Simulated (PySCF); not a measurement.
# Working out the excitation energy of B

B [He] 2s2 2p1 (2P) → B [He] 2s2 3d1 (2D). Calculation: PySCF 2.14, in x2c-TZVPPall with one added diffuse shell each of s, p, d type (6s4p3d1f, 40 functions); the spin-free X2C one-electron Hamiltonian (Gaussian nucleus). Frozen: nothing. Energies in hartree (1 hartree = 27.21139 eV):

```
            part   B (lower)   B (upper)
             UHF  -24.539118  -24.248510
CCSD correlation   -0.080308   -0.068209
             (T)   -0.001509   -0.004433
```

Task: What does Hartree-Fock give?

Result: (-24.248510) − (-24.539118) = 0.290608 hartree = 7.908 eV.

Task: What do CCSD and CCSD(T) give?

Result: The CCSD correlation energies differ by 0.012099 hartree = 0.329 eV and the triples by -0.002924 hartree = -0.080 eV, so CCSD gives 8.237 eV and CCSD(T) 8.157 eV.

Measured between the centres of the two terms (NIST): 6.789 eV, so CCSD(T) (valence and next inner shell) is off by 1.368 eV.

The coupled-cluster amplitudes are large, so a single reference is strained.

What remains against the reference includes basis incompleteness and higher excitations.
